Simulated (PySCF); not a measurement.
## Partial charges of `C[Si@@H]1O[Si@@H](Cl)[SiH2][SiH2]1`

Species: CH₉ClOSi₄.
Geometry (GFN2-xTB, Å), atoms numbered from 1 in this order:
```
atom  x, y, z in Å
C1    -2.6023    0.0328   -0.4175
Si2   -1.0847   -0.3051    0.6710
O3    -0.2438    1.1108    0.7439
Si4    1.2637    1.6798    0.4772
Cl5    2.0567    2.0571    2.3023
Si6    2.2507   -0.1354   -0.5824
Si7    0.5236   -1.7037   -0.2771
H8    -3.1726    0.8852   -0.0591
H9    -3.2645   -0.8272   -0.4276
H10   -2.3169    0.2406   -1.4455
H11   -1.5005   -0.5203    2.0615
H12    0.9957    2.9782   -0.1309
H13    3.5628   -0.4847   -0.0188
H14    2.5440    0.1944   -1.9877
H15    0.0749   -2.3659   -1.5142
H16    0.9055   -2.8275    0.5935
```

Density: PBE0/pcSseg-1 (PySCF); schemes: Mulliken, IAO, Hirshfeld and ESP-fitted. The structure is a single GFN2-xTB conformer in the gas phase; no vibrational or solvent corrections.

For which atoms does the sign change between the 4 schemes (beyond +0.03 e in one, beyond −0.03 e in another)?

Si6 and Si7. Atomic charges aren't observables, and each scheme defines them in its own way.

Do the Mulliken, IAO, Hirshfeld and ESP-fitted schemes agree on where the charge is lowest?

The schemes don't all agree: Mulliken O3 (-0.743); IAO O3 (-0.882); Hirshfeld O3 (-0.310); ESP-fitted C1 (-0.611).

At which atom do the 4 schemes differ most?

At Si4: from +0.262 (ESP-fitted) to +0.884 e (IAO), 0.622 e apart.

What partial charge does each atom carry?

In e:

```json
{"atom": "C1", "environment": "Si-methyl carbon", "Mulliken": "-0.627", "IAO": "-0.724", "Hirshfeld": "-0.214", "ESP-fitted": "-0.611"}
{"atom": "Si2", "environment": "oxygen-bound silicon", "Mulliken": "+0.770", "IAO": "+0.886", "Hirshfeld": "+0.347", "ESP-fitted": "+0.673"}
{"atom": "O3", "environment": "siloxane oxygen", "Mulliken": "-0.743", "IAO": "-0.882", "Hirshfeld": "-0.310", "ESP-fitted": "-0.399"}
{"atom": "Si4", "environment": "chlorine-bound silicon", "Mulliken": "+0.778", "IAO": "+0.884", "Hirshfeld": "+0.323", "ESP-fitted": "+0.262"}
{"atom": "Cl5", "environment": "silicon-bound chlorine", "Mulliken": "-0.322", "IAO": "-0.319", "Hirshfeld": "-0.134", "ESP-fitted": "-0.177"}
{"atom": "Si6", "environment": "SiH2 silicon", "Mulliken": "-0.053", "IAO": "+0.110", "Hirshfeld": "+0.144", "ESP-fitted": "+0.237"}
{"atom": "Si7", "environment": "SiH2 silicon", "Mulliken": "-0.065", "IAO": "+0.103", "Hirshfeld": "+0.143", "ESP-fitted": "-0.074"}
{"atom": "H8", "environment": "methyl hydrogen", "Mulliken": "+0.150", "IAO": "+0.166", "Hirshfeld": "+0.050", "ESP-fitted": "+0.164"}
{"atom": "H9", "environment": "methyl hydrogen", "Mulliken": "+0.137", "IAO": "+0.157", "Hirshfeld": "+0.042", "ESP-fitted": "+0.141"}
{"atom": "H10", "environment": "methyl hydrogen", "Mulliken": "+0.139", "IAO": "+0.156", "Hirshfeld": "+0.043", "ESP-fitted": "+0.149"}
{"atom": "H11", "environment": "Si–H hydrogen", "Mulliken": "-0.075", "IAO": "-0.127", "Hirshfeld": "-0.080", "ESP-fitted": "-0.146"}
{"atom": "H12", "environment": "Si–H hydrogen", "Mulliken": "-0.066", "IAO": "-0.122", "Hirshfeld": "-0.074", "ESP-fitted": "-0.021"}
{"atom": "H13", "environment": "Si–H hydrogen", "Mulliken": "+0.004", "IAO": "-0.067", "Hirshfeld": "-0.066", "ESP-fitted": "-0.070"}
{"atom": "H14", "environment": "Si–H hydrogen", "Mulliken": "-0.013", "IAO": "-0.075", "Hirshfeld": "-0.071", "ESP-fitted": "-0.075"}
{"atom": "H15", "environment": "Si–H hydrogen", "Mulliken": "-0.006", "IAO": "-0.074", "Hirshfeld": "-0.070", "ESP-fitted": "-0.021"}
{"atom": "H16", "environment": "Si–H hydrogen", "Mulliken": "-0.007", "IAO": "-0.072", "Hirshfeld": "-0.071", "ESP-fitted": "-0.031"}
```

Mean size of the charges over all atoms: IAO 0.308 e, Mulliken 0.247 e, ESP-fitted 0.203 e, Hirshfeld 0.136 e. Each set sums to the total charge, 0, to within 0.001 e. The Mulliken scheme gives each basis function's population to the atom it is centred on and halves the overlap population of two atoms between them.

Sum the charges by element, for elements with more than one atom.

| element | atoms | Mulliken | IAO | Hirshfeld | ESP-fitted |
| --- | --- | --- | --- | --- | --- |
| Si | 4 | +1.431 | +1.983 | +0.957 | +1.097 |
| H | 9 | +0.262 | -0.058 | -0.298 | +0.089 |

How closely do the schemes follow one another over all atoms?

Correlation coefficient and root-mean-square difference: Mulliken with IAO 0.99, 0.091 e; IAO with Hirshfeld 0.96, 0.282 e; IAO with ESP-fitted 0.91, 0.218 e; Mulliken with Hirshfeld 0.91, 0.238 e; Mulliken with ESP-fitted 0.90, 0.180 e; Hirshfeld with ESP-fitted 0.88, 0.154 e.
